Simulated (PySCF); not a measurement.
# Ni: excitation energy

Ni [Ar] 3d8 4s2 (3F) → Ni [Ar] 3d8 4s1 4p1 (high-spin determinant), as a difference of total energies. Computed with PySCF 2.14 in aug-cc-pVDZ (7s6p4d2f, 59 functions), with the non-relativistic Hamiltonian (point nucleus). Correlated levels: valence: [Ar] frozen. The calculations carry no spin-orbit coupling.

```csv
method,excitation energy (eV)
UHF,2.024
LDA,3.559
PBE,3.339
PBE0,3.089
r2SCAN,3.025
M06,4.126
LC-wPBE,2.764
revPBE,3.233
B97-3,3.557
MP2 (valence),2.997
SCS-MP2 (valence),3.187
```

How much does correlation contribute at MP2 (valence)?

2.997 − (2.024) = 0.973 eV, measured against UHF.

A first-order spin-orbit estimate (lowest level to lowest level, LS coupling) adds 0.017 eV.

The determinant of the upper state mixes LS terms, which raises its energy above the lowest term, most at the Hartree-Fock and MP2 levels.
